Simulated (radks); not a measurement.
Problem. These are the eigenvalues of the occupied orbitals of an atom or ion with whole-number occupations (hartree). Calculated with a radial shooting solver on a logarithmic mesh with Libxc functionals: scalar-relativistic Kohn-Sham, LDA (Slater exchange, Perdew-Wang correlation), spin-polarised, spherical densities, point nucleus.

orbital  eigenvalue
1s up     -403.3586
1s down   -403.3550
2s up     -51.58166
2s down   -51.57995
2p up     -45.28557
2p down   -45.28365
3s up      -7.42021
3s down    -7.41604
3p up      -5.49606
3p down    -5.49090
3d up      -2.33598
3d down    -2.32620
4s up      -1.52656

Which element is it, and in what charge state? The configuration may be excited. Open shells, if any, are filled with parallel spins first.

Solution. Z = 32, germanium, charge +3: Ge3+ in [Ar] 3d10 4s1. The list shows which subshells hold electrons but not how many an open one holds; the 1s level, -403.36 hartree, gives Z - s = 28.4 by -(Z - s)^2/2, which with screening and relativity narrows Z to a few neighbours, and the depths of the outer levels then fix element, charge and occupations together.
